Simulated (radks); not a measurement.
Values are calculated unless marked as measured or tabulated.
Zr2+, 38 electrons, occupied as [Kr] 4d2. Level of theory: Dirac Kohn-Sham, PBEsol, spin-unpolarised, spherical densities, finite nucleus; open shells fill j = l - 1/2 first; Fermi nuclear charge, rms radius 4.2694 fm (a radial shooting solver on a logarithmic mesh with Libxc functionals).

Radial electron density D(r) = 4 pi r^2 rho(r):

| r (bohr) | D(r) (e/bohr) |
|---|---|
| 0.00217 | 2.811 |
| 0.002871 | 4.541 |
| 0.003769 | 7.111 |
| 0.004947 | 10.89 |
| 0.006493 | 16.19 |
| 0.008591 | 23.40 |
| 0.01128 | 31.82 |
| 0.0148 | 40.54 |
| 0.01943 | 47.59 |
| 0.0255 | 50.63 |
| 0.03374 | 48.51 |
| 0.04429 | 43.93 |
| 0.05813 | 42.98 |
| 0.07631 | 49.90 |
| 0.101 | 59.82 |
| 0.1325 | 59.46 |
| 0.1739 | 46.59 |
| 0.2283 | 37.18 |
| 0.2997 | 41.93 |
| 0.3965 | 44.96 |
| 0.5205 | 31.58 |
| 0.6832 | 15.20 |
| 0.8967 | 9.586 |
| 1.186 | 9.083 |
| 1.557 | 6.218 |
| 2.044 | 2.674 |
| 2.683 | 0.8094 |
| 3.522 | 0.1971 |
| 4.66 | 0.03238 |
| 6.116 | 0.002797 |

D(r) has 3 maxima, at r = 0.0261, 0.116, 0.366 bohr, and minima at 0.0528, 0.236 bohr, inside which lie 2.06, 11.10 electrons.
